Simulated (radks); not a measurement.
The mercury ion Hg+, configuration [Xe] 4f14 5d10 6s1. Calculated with a radial shooting solver on a logarithmic mesh with Libxc functionals: Dirac Kohn-Sham, PBE, spin-unpolarised, spherical densities, finite nucleus; Fermi nuclear charge, rms radius 5.4648 fm.

Unscreened Slater integrals over Kohn-Sham orbitals (hartree). Large and small components are both included.

integral,value
"F0(6s1/2,6s1/2)",0.35896
"F0(6s1/2,5d5/2)",0.42456
"G2(6s1/2,5d5/2)",0.10374
"F0(6s1/2,5d3/2)",0.42803
"G2(6s1/2,5d3/2)",0.094709
"F0(6s1/2,5p3/2)",0.44695
"G1(6s1/2,5p3/2)",0.034710
"F0(5d5/2,5d5/2)",0.60649
"F2(5d5/2,5d5/2)",0.31062
"F4(5d5/2,5d5/2)",0.20456
"F0(5d5/2,5d3/2)",0.61872
"F2(5d5/2,5d3/2)",0.31704
"G2(5d5/2,5d3/2)",0.31654
"G4(5d5/2,5d3/2)",0.20872
"F0(5d5/2,5p3/2)",0.69558
"F2(5d5/2,5p3/2)",0.34216
"G1(5d5/2,5p3/2)",0.41393
"G3(5d5/2,5p3/2)",0.25551
"F0(5d3/2,5d3/2)",0.63175
"F2(5d3/2,5d3/2)",0.32455
"F0(5d3/2,5p3/2)",0.71444
"F2(5d3/2,5p3/2)",0.35757
"G1(5d3/2,5p3/2)",0.44032
"G3(5d3/2,5p3/2)",0.27197
"F0(5p3/2,5p3/2)",0.84136
"F2(5p3/2,5p3/2)",0.45268
